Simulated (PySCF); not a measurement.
Planning a shielding job on `C[SiH2][SiH2]N=C`.

Method: GIAO PBE0/pcSseg-0 NMR shielding, non-relativistic, gas phase (PySCF 2.14.0, density-fitted response routines). Geometry: PBE0-D3(BJ)/def2-SVP. Work: shieldings, charges and field gradients, density fitting. The command runs a driver script over a list of jobs; the input below is this job's line of settings and its coordinates in Å.

Command:
```bash
OMP_NUM_THREADS=1 python probes_run.py task.json out
```

Input:
```
{"job": {"kind": "nmr", "xc": "PBE0", "basis": "pcSseg-0", "pop": true}, "charge": 0, "multiplicity": 1}
C     -2.586930     0.984940     0.111470
N     -1.598144     0.311859    -0.290861
Si    -0.905639    -1.092822     0.517168
Si     1.236962    -0.404113     1.174550
C      2.128758     0.331089    -0.311743
H     -3.184014     0.749138     1.019657
H     -2.920732     1.879554    -0.447690
H     -0.824207    -2.188469    -0.495540
H     -1.742995    -1.570865     1.673858
H      1.085188     0.621176     2.257375
H      1.993756    -1.562209     1.750606
H      2.302104    -0.438823    -1.078884
H      1.506991     1.121388    -0.758943
H      3.099941     0.762627    -0.026154
```

Hardware: Arm Neoverse V1, one thread (shared host). PySCF's memory limit was set to 1760 MB.

The basis has 71 functions.

**Question.** Estimate the wall time.

**Answer.** About 6.4 s. The SCF took 12 cycles.

**Question.** How much memory does it need at the peak?

**Answer.** About 0.46 GiB. Peak memory is the resident size of the whole Python process, interpreter and libraries included.

**Question.** At this speed, how long would 100 such jobs take on 96 cores, one job a core?

**Answer.** 100/96 gives 2 rounds of 6.4 s, about 13 s of wall time and 0.18 core-hours, if the jobs don't slow each other.

The SCF part of the output:
```
coarse grid: 12064 points
cycle   1  E = -713.8274283861  dE =  5.165e-02  |g| = 4.085e-01  |ddm| = 3.535e+00
cycle   2  E = -713.7538675584  dE =  7.356e-02  |g| = 7.002e-01  |ddm| = 1.220e+00
cycle   3  E = -713.8691543604  dE = -1.153e-01  |g| = 9.487e-02  |ddm| = 7.935e-01
cycle   4  E = -713.8712320130  dE = -2.078e-03  |g| = 2.810e-02  |ddm| = 1.178e-01
cycle   5  E = -713.8714244465  dE = -1.924e-04  |g| = 4.685e-03  |ddm| = 3.219e-02
cycle   6  E = -713.8714310799  dE = -6.633e-06  |g| = 7.343e-04  |ddm| = 8.594e-03
final grid: 105608 points
cycle   7  E = -713.9310350380  dE = -9.383e-06  |g| = 4.022e-03  |ddm| = 1.655e-02
cycle   8  E = -713.9310326092  dE =  2.429e-06  |g| = 5.141e-03  |ddm| = 1.059e-02
cycle   9  E = -713.9310391157  dE = -6.506e-06  |g| = 9.292e-04  |ddm| = 6.137e-03
cycle  10  E = -713.9310393062  dE = -1.905e-07  |g| = 1.517e-04  |ddm| = 8.564e-04
cycle  11  E = -713.9310393119  dE = -5.738e-09  |g| = 3.526e-05  |ddm| = 2.220e-04
cycle  12  E = -713.9310393123  dE = -3.529e-10  |g| = 9.014e-06  |ddm| = 6.071e-05
converged SCF energy = -713.9310393123
```

On the final grid dE counts from the start density on that grid.

The host was shared with other jobs, so the times are rough.
